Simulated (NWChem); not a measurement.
disulfane (H₂S₂); SMILES SS

```xyz
4

S      0.0352    -1.0357     0.0553
S     -0.0352     1.0357     0.0553
H     -0.9144    -1.2637    -0.8848
H      0.9144     1.2637    -0.8848
```
Atoms are numbered in this order, from 1.

All runs: NWChem. All runs use the structure optimised with PBE0/def2-SVP. Ions are spin-unrestricted doublets at the neutral geometry; other ion states weren't tried. Functional: LC-ωPBE (HJS hole) with def2-SVP; rows give the range parameter ω in 1/bohr.

```csv
range parameter (1/bohr),"vertical ionisation energy, ΔSCF (eV)",−ε(HOMO) (eV),ΔSCF minus −ε(HOMO) (eV)
0.35,?,?,?
0.40,10.32,10.25,0.07
0.50,10.47,10.65,-0.18
```

Problem. Some entries are withheld; supply them.

Solution. 
- 0.35, vertical ionisation energy, ΔSCF (eV): 10.23
- 0.35, −ε(HOMO) (eV): 9.98
- 0.35, ΔSCF minus −ε(HOMO) (eV): 0.25
